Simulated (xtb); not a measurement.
xtb input (GFN1-xTB):

```bash
xtb mol.xyz --gfn 1 --opt tight --chrg 0 --uhf 0
```
mol.xyz:
```
14

Si     2.10437887    -0.01159486    -0.04547782
C      0.24717356     0.00588730     0.00077795
C     -0.51710349     0.85091151     0.72709288
C     -1.97068930     0.55729070     0.50387629
C     -1.93719091    -0.58769668    -0.46326790
C     -0.65989730    -0.89196961    -0.74179173
H      2.63164566    -1.32398658     0.40340801
H      2.60064118     0.21928103    -1.42471704
H      2.62469851     1.05258352     0.84405639
H     -0.15953660     1.63311838     1.38135247
H     -2.48254869     0.29665506     1.43834658
H     -2.50523809     1.42603430     0.10050571
H     -2.81769356    -1.07255752    -0.85764492
H     -0.32702791    -1.67533949    -1.40874271
```

End of the output:

```
     5   6 C        6   6 C                                       1.3388026
     1  14 Si       7   1 H                                       1.4527397
     1  14 Si       8   1 H                                       1.4527397
     1  14 Si       9   1 H                                       1.4514639
     3   6 C       10   1 H                                       1.0812995
     4   6 C       11   1 H                                       1.0946001
     4   6 C       12   1 H                                       1.0946001
     5   6 C       13   1 H                                       1.0798793 (min)
     6   6 C       14   1 H                                       1.0817730

 * 4 distinct bonds (by element types)

   Z      Z             #   av. dist./Å        max./Å        min./Å
   1 H    6 C           5     1.0864304     1.0946001     1.0798793
   6 C    6 C           2     1.3505601     1.3623177     1.3388026
   1 H   14 Si          3     1.4523145     1.4527397     1.4514639
   6 C   14 Si          1     1.8661411     1.8661411     1.8661411

optimized geometry written to: xtbopt.xyz

           -------------------------------------------------
          | TOTAL ENERGY              -16.700155360854 Eh   |
          | GRADIENT NORM               0.000155421134 Eh/α |
          | HOMO-LUMO GAP               3.507698447863 eV   |
           -------------------------------------------------

------------------------------------------------------------------------
------------------------------------------------------------------------
 total:
 SCF:
 ANC optimizer:
```
